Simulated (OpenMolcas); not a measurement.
Re4+ with its 6 nearest fluoride ions at 1.892 Å, on the Ge site of Cs2GeF6 (a = 9.021 Å, distance in the model lattice 1.804 Å). The rest of the host is ab initio model potentials to 7.6 Å and point charges beyond; the distance is set by hand and nothing relaxes. Ligand basis ANO-RCC-VDZP.

- Program: OpenMolcas
- Method: CASSCF
- Basis: ANO-RCC-VTZP [8s7p5d3f2g1h]
- Scalar Hamiltonian: DKH2, point nucleus
- Active space: 3 electrons in 5 orbitals (5d)
- State averaging: 2S+1 = 4 even, 10 roots; 2S+1 = 2 even, 40 roots
- Spin-orbit coupling: state interaction with AMFI integrals over the reference wave functions

Q: What is the spin-free ground state (labels of O, the rotations of Oh)?

A: 4A2, 1-fold in its orbital part; it has the highest spin that d3 allows.

Q: Where is the first state of the same spin?

A: 4T2 at 41200 cm-1 above the ground state.

Q: What are the lowest two levels with spin-orbit coupling?

A: A 4-fold level Γ8, then a 4-fold level Γ8 13375 cm-1 above it. Their leading multiplicities are 4 (97 %) and 2 (97 %).

Q: What is χT at 300 K, and how does it compare with the textbook value?

A: The lowest level has 2S+1 = 4, for which the spin-only value is χT = S(S+1) / 2 = 1.875 cm3 K/mol (g = 2). The computed 1.516 at 300 K differs by -0.359, through orbital momentum, spin-orbit coupling and any other state in reach.

Without dynamic correlation the repulsion within the d shell is too large (B by tens of per cent), so at a given field states of lower spin stand too high. The least metal-like active orbital is 75 % on the metal (Löwdin) and no ligand orbital is active, so the numbers are rough. With metal d orbitals alone the field can be off either way by tens of per cent. Ligand-to-metal charge-transfer states are missing. With no ligand orbital active B as a rule stays too high, so bands that hang on it stand too high and its fall with covalency is understated. No measured value stands beside these numbers; the geometry was set by hand and not optimised.
